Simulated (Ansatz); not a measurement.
Reaction (ligand exchange at a Ge–C bond): `N=[C](O)[GeH3]` + `CO[SiH2]S` → `CO[SiH2][S][GeH3]` + `N=CO`

Isolated molecules relaxed with PBE0-D4/def2-TZVP in Ansatz; ΔE leaves out vibrations. CBS: MP2 limit from def2 TZ/QZ plus the TZ coupled-cluster correction, frozen cores. This one scheme is used for every species. DFT in def2-TZVPP. For Ge outer-core shells are correlated without core-valence functions, which leaves a few kJ/mol of doubt a bond. Scalar relativity is left out up to krypton. One conformer a species, not always the lowest.

`N=[C](O)[GeH3]`:

Cartesian coordinates in Å:
```
N -0.561 1.654 0.185
C -0.581 0.401 0.031
O -1.758 -0.240 -0.085
Ge 0.950 -0.845 -0.074
H 0.384 2.016 0.259
H -2.450 0.439 -0.023
H 2.219 0.009 0.061
H 0.865 -1.862 1.070
H 0.933 -1.571 -1.424
```

`CO[SiH2]S`:

Z-matrix (Å, degrees):
```
C
O 1 1.410
H 1 1.091 2 108.1
H 1 1.096 2 111.7 3 119.3
H 1 1.095 2 111.3 3 -119.1
Si 2 1.639 1 122.6 3 -170.3
S 6 2.120 2 109.8 1 171.1
H 6 1.488 2 108.6 1 49.0
H 6 1.485 2 111.9 1 -72.6
H 7 1.344 6 94.3 2 -69.2
```

`CO[SiH2][S][GeH3]`:

Cartesian coordinates in Å:
```
C 0.414 0.886 -1.941
O -0.422 0.370 -0.929
Si -0.413 -1.207 -0.472
S -1.372 -1.357 1.405
Ge -0.181 0.234 2.420
H 0.046 0.613 -2.935
H 1.444 0.525 -1.837
H 0.417 1.974 -1.859
H -1.170 -2.074 -1.411
H 1.006 -1.656 -0.410
H -0.803 1.609 2.151
H 1.264 0.183 1.900
H -0.231 -0.098 3.917
```

`N=CO`:

Z-matrix (Å, degrees):
```
C
O 1 1.336
N 1 1.258 2 122.1
H 1 1.092 2 110.5 3 -180.0
H 2 0.968 1 106.6 3 -0.0
H 3 1.014 1 111.3 2 180.0
```

```csv
level,ΔE (kcal/mol)
ωB97M-V,-17.6
MP2/def2-QZVPP,-18.4
HF/CBS(def2),-18.8
CCSD/CBS(def2),-17.5
```

Problem. What does CCSD(T)/CBS give? (Best estimate.)

Solution. Computed: -17.4 kcal/mol. The listed levels differ from it by -0.2, -1.0, -1.4, -0.1 kcal/mol.

Largest T1 diagnostic among the species: 0.014.

The D4 term adds −1.5 kcal/mol with B3LYP and −0.9 kcal/mol with PBE0; it sums over pairs of atoms, weighted by their polarisabilities, and B3LYP, whose exchange is more repulsive, gets the larger term. In def2-TZVPP, CCSD(T) changes the Hartree–Fock value by +1.9 kcal/mol (the triples alone add +0.1 kcal/mol) and MP2 by +0.8 kcal/mol. From PBE to PBE0 (25 % exact exchange), in def2-TZVPP and without D4, ΔE moves by −1.3 kcal/mol.

B3LYP here is the variant with VWN-RPA as its local correlation; programs differ in this.
